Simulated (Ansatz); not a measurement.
Total energies of `O=CB(F)F`.

```
atom   x (Å)   y (Å)   z (Å)
  O1  -0.281   1.739   0.291
  C2  -0.580   0.585   0.118
  B3   0.535  -0.550  -0.111
  F4   1.808  -0.256  -0.112
  F5   0.167  -1.797  -0.300
  H6  -1.649   0.279   0.114
```

Total charge 0; spin multiplicity 1. The structure was optimised at the PBE0-D4/def2-TZVP level. It is one conformer, not always the lowest. Basis def2-TZVPP, Ansatz.

RPA on PBE orbitals: Hartree–Fock energy of these orbitals -337.07031 Eh, correlation -1.46593 Eh (frozen core).

```csv
functional,kind,energy without D4 (Eh),D4 term (kJ/mol)
LDA (SPW92),LDA,-336.27845,–
revPBE,GGA,-338.59720,-29.5
BLYP,GGA,-338.66787,-19.1
r2SCAN,meta-GGA,-338.55095,-2.0
B97M-V,meta-GGA with VV10,-338.62564,–
HSE06 (plane-wave form),screened hybrid,-338.34137,-6.4
CAM-B3LYP,range-separated hybrid,-338.60896,-6.9
LC-ωPBE,long-range corrected hybrid,-338.50217,–
ωB97M-V,range-separated hybrid meta-GGA with VV10,-338.62274,–
PBE-QIDH,double hybrid,-338.31202,–
```

Q: Give the same for PBE, PBE0, B3LYP, r2SCANh, r2SCAN0, BHLYP, ωB97X-V, B2PLYP. (Best estimate.)

A: Computed: 
```csv
functional,kind,energy without D4 (Eh),D4 term (kJ/mol)
PBE,GGA,-338.35426,-8.3
PBE0,"global hybrid, 25 % exact exchange",-338.35608,-6.9
B3LYP,"global hybrid, 20 %",-338.71515,-13.4
r2SCANh,"meta-GGA hybrid, 10 %",-338.53193,-2.1
r2SCAN0,"meta-GGA hybrid, 25 %",-338.50460,-2.3
BHLYP,"global hybrid, 50 %",-338.56860,-9.3
ωB97X-V,range-separated hybrid GGA with VV10,-338.59760,–
B2PLYP,double hybrid,-338.50543,–
```

B3LYP takes the VWN-RPA correlation (the form of Gaussian; ORCA's B3LYP/G). HSE06 is the plane-wave form, built on full-range PBE exchange. The double hybrids freeze the cores in their second-order part.

LC-ωPBE has ω = 0.4 bohr⁻¹.
